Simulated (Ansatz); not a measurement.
`Cl[SiH2][SiH](Cl)Cl` + `O[SiH2]O` → `O[SiH](O)[SiH](Cl)Cl` + `[SiH3]Cl`  (formal exchange of groups at the Si–Si bond)

Computed with Ansatz on PBE0-D4/def2-TZVP structures; ΔE is electronic, products minus reactants. CCSD(T)/CBS is the MP2 limit (def2-TZVPP, def2-QZVPP) plus CCSD(T) − MP2 in def2-TZVPP, frozen cores. This one scheme is used for every species. DFT in def2-TZVPP. B3LYP here is the variant with VWN-RPA as its local correlation; programs differ in this. One conformer a species, not always the lowest.

```tsv
level	ΔE (eV)
B3LYP-D4	0.02
r2SCAN	0.04
```

**Question.** What does CCSD(T)/CBS give? (Estimate.)

**Answer.** Computed: +0.06 eV. The listed levels differ from it by -0.04, -0.02 eV.

Largest T1 diagnostic among the species: 0.011.
